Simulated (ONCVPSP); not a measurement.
## P (Z = 15): excitation energies, all-electron against ONCV

```
Element                 : P
Generator               : ONCVPSP 4.0.1
Type                    : optimised norm-conserving Vanderbilt (ONCV)
Functional              : PBE
Relativity              : scalar-relativistic
Frozen core             : [Ne]
Valence charge          : 5
Reference configuration : 3s2 3p3
Partial waves           : 3s: rc 1.65 bohr, ncon 4, nbas 7, qcut 4.1 1/bohr, 2 projectors, debl 2.2 Ha; 3p: rc 1.50 bohr, ncon 4, nbas 9, qcut 5.4 1/bohr, 3 projectors, debl 2.8 Ha
Local potential         : polynomial inside 1.10 bohr (lpopt 5, dvloc0 0 Ha)
Core correction         : Teter function fitted to the true core (icmod 2), fcfact 0.2
```

Energies are relative to the spin-unpolarised reference configuration 3s2 3p3; without spin polarisation the order of configurations can differ from experiment.

| valence configuration | charge | ΔE all-electron (eV) | error AE − PS (meV) |
| --- | --- | --- | --- |
| 3s2 3p2 | +1 | 9.730 | +1.0 |
| 3s2 3p0 | +3 | 58.616 | +65 |
| 3s1 3p3 | +1 | 18.850 | +0.2 |

Task: What are ΔE and the potential's error for 3s2 3p1?

Result: ΔE = 28.877 eV all-electron; the error (AE − PS) is +14 meV.

Note: ghosts flagged at negative energy: p at -4589.1 eV; GHOST(+) flagged for s at 93.2 eV. A true bound ghost makes a file unfit for plane-wave use.
